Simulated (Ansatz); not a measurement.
`[OH][Ta]([OH])([OH])([F])[F]` and `[OH][Ta]([OH])([OH])([OH])[F]` differ in one atom or group.

Ansatz, PBE0-D4/def2-TZVP geometries, multiplicity 1. Each molecule was computed in one conformer, which needn't be the lowest.

Elements past krypton have def2 core potentials.

```tsv
property	`[OH][Ta]([OH])([OH])([F])[F]`
LUMO energy (PBE/def2-TZVPP) / eV	-2.11
HOMO–LUMO gap (PBE0/def2-TZVPP) / eV	8.35
HOMO–LUMO gap (ωB97M-V/def2-TZVPP) / eV	13.02
HOMO–LUMO gap (B3LYP/def2-TZVPP) / eV	7.81
HOMO energy (B3LYP/def2-TZVPP) / eV	-9.34
HOMO–LUMO gap (PBE/def2-TZVPP) / eV	5.73
```

Task: Give the same properties after the change, and the shifts. (Best estimate.)

Result: Ansatz gave: 
| property | `[OH][Ta]([OH])([OH])([OH])[F]` | shift |
| --- | --- | --- |
| LUMO energy (PBE/def2-TZVPP) / eV | -2.03 | 0.08 |
| HOMO–LUMO gap (PBE0/def2-TZVPP) / eV | 7.94 | -0.41 |
| HOMO–LUMO gap (ωB97M-V/def2-TZVPP) / eV | 12.55 | -0.47 |
| HOMO–LUMO gap (B3LYP/def2-TZVPP) / eV | 7.41 | -0.40 |
| HOMO energy (B3LYP/def2-TZVPP) / eV | -8.84 | 0.50 |
| HOMO–LUMO gap (PBE/def2-TZVPP) / eV | 5.37 | -0.36 |

With PBE0 the HOMO rises by 0.51 eV and the LUMO rises by 0.10 eV, so the gap narrows by about 0.41 eV. PBE moves the HOMO by 0.45 eV and ωB97M-V by 0.54 eV.

B3LYP here is the variant with VWN-RPA as its local correlation; programs differ in this.
